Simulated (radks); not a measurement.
Results of a calculation; reference values are marked as such.
Task: Valence configurations of Dy3+ (all share [Xe]). Level of theory: scalar-relativistic Kohn-Sham, SCAN, spin-polarised, spherical densities, finite nucleus; open shells are filled with parallel spins first (spin-orbit coupling, left out, can overturn this in heavy ions); meta-GGA in the generalised Kohn-Sham scheme; Fermi nuclear charge, rms radius 5.2218 fm (a radial shooting solver on a logarithmic mesh with Libxc functionals). Order these by energy: 4f7 5d0.5 6p1.5; 4f7.5 5d0.5 6s1; 4f8.5 6p0.5; 4f9; 4f8 5d0.5 6p0.5; 4f7.5 5d1 6p0.5; 4f7 5d1 6p1.

Result: From the lowest, in eV above it: 4f9 0.000; 4f8.5 6p0.5 7.965; 4f8 5d0.5 6p0.5 12.962; 4f7.5 5d0.5 6s1 17.519; 4f7.5 5d1 6p0.5 18.999; 4f7 5d1 6p1 31.722; 4f7 5d0.5 6p1.5 37.503. NIST lists [Xe] 4f9 as the ground configuration; this level of theory agrees among the configurations tried. The energies are those of spherical high-spin densities, not of single terms. No valid solution was reached for [Xe] 4f8 6s1; [Xe] 4f7 6s2; [Xe] 4f6.5 6s2 6p0.5.
